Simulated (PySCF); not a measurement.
An isoelectronic set: 55 electrons

PBE in PySCF with def2-SVPD on every atom (core potentials on Cd, In, Sn, Sb), for the lowest determinant that a PBE0 search found; no spin–orbit coupling. All have 55 electrons, 7 of them in the valence shells, and the same state, a quartet (σ ↑, π ↑↑). For ions De leads to the atom and ion picked by measured ionisation energies and electron affinities.

| species | difference of nuclear charges | Re (Å) | ωe (cm⁻¹) | k (mdyn/Å) | De (eV) | dissociates to |
| --- | --- | --- | --- | --- | --- | --- |
| CdC⁻ | 42 | 2.280 | 331 | 0.699 | n/a | Cd + C⁻ |
| InB⁻ | 44 | 2.276 | 449 | 1.19 | 3.33 | In⁻ + B |
| BeSn⁻ | 46 | 2.438 | 413 | 0.842 | 1.85 | Be + Sn⁻ |
| CdN | 41 | 2.337 | 251 | 0.461 | 0.37 | Cd + N |
| InC | 43 | 2.235 | 447 | 1.28 | 3.20 | In + C |
| BeSb | 47 | 2.412 | 446 | 0.984 | 1.28 | Be + Sb |
| BSb⁺ | 46 | 2.204 | 532 | 1.69 | 3.41 | B⁺ + Sb |

Which member of the whole set has the stiffest bond, and how does it compare with the softest?

BSb⁺ with k = 1.69 mdyn/Å, 3.7 times that of CdN.

Weak bonds: CdN. Basis-set superposition, not corrected here, can be much of De in a small basis, most of all at correlated wavefunction levels. Functionals without a dispersion term scatter widely for such bonds, and LDA overbinds them. Spin–orbit coupling is left out, which matters for elements this heavy, above all for dissociation energies. For an ion De counts to the pair picked by the measured ionisation energies or electron affinities, which need not be the lowest pair at this level. The highest Kohn–Sham level is positive in some of these anions. Much of that is self-interaction error, but it also means that the finite basis helps to hold the extra electron. States were picked by a PBE0 search and need not be the measured ground states.
